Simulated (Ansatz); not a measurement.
Species: H6B2N2, SMILES `NBBN` (N–B–B–N torsion 73°) with one electron removed (charge 1, multiplicity 2), formula H$_{6}$B$_{2}$N$_{2}$.

**Question.** How many basis functions does frozen-core CCSD(T)/cc-pVTZ // r2SCAN-D4/def2-TZVP in Ansatz (a first-principles code) use, how many core orbitals are frozen, and how many electrons are correlated?

**Answer.** 204 basis functions and 4 frozen orbitals, which leaves 21 correlated electrons. Core time is of the order of hours.
